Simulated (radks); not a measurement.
Ir, 77 electrons, occupied as [Xe] 4f14 5d7 6s1 7s1 (not the ground configuration).

Calculated with a radial shooting solver on a logarithmic mesh with Libxc functionals: scalar-relativistic Kohn-Sham, r2SCAN, spin-polarised, spherical densities, finite nucleus; open shells are filled with parallel spins first (spin-orbit coupling, left out, can overturn this in heavy ions); meta-GGA in the generalised Kohn-Sham scheme; Fermi nuclear charge, rms radius 5.4032 fm.

Energy parts (eV):
| part | energy |
|---|---|
| total | -485067.99 |
| kinetic | 539081.85 |
| electron-nucleus | -1203171.91 |
| Hartree | 188452.44 |
| exchange-correlation | -9430.36 |

Orbitals (lengths in bohr, moments of r in powers of bohr):
orbital,occ.,eigenvalue (eV),<r^2>
1s up,1,-76202.99,0.0004197
1s down,1,-76202.99,0.0004197
2s up,1,-13361.84,0.006417
2s down,1,-13361.56,0.006417
2p up,3,-11607.53,0.005365
2p down,3,-11607.31,0.005365
3s up,1,-3139.171,0.04141
3s down,1,-3139.129,0.04141
3p up,3,-2623.855,0.04239
3p down,3,-2623.791,0.04239
3d up,5,-2055.196,0.03518
3d down,5,-2055.024,0.03518
4s up,1,-679.4048,0.2022
4s down,1,-679.1513,0.2022
4p up,3,-509.6418,0.2304
4p down,3,-509.4148,0.2304
4d up,5,-299.9917,0.2647
4d down,5,-299.7183,0.2645
5s up,1,-105.2449,1.088
5s down,1,-103.5239,1.075
4f up,7,-67.4648,0.3526
4f down,7,-67.0460,0.3492
5p up,3,-61.6619,1.474
5p down,3,-59.4293,1.444
5d up,5,-12.8980,3.273
6s up,1,-10.9417,7.968
5d down,2,-9.9093,3.338
6s down,0,-8.0263,9.374
6p up,0,-3.9925,17.62
7s up,1,-1.6567,70.58
6d up,0,-0.4717,103.7

The highest occupied level is 7s up at -1.657 eV. The configuration is held as typed, so some empty levels lie below it. Spin moment in Bohr magnetons: 5. The electron density at the nucleus is 1.947e+06 e/bohr^3 (large components only).
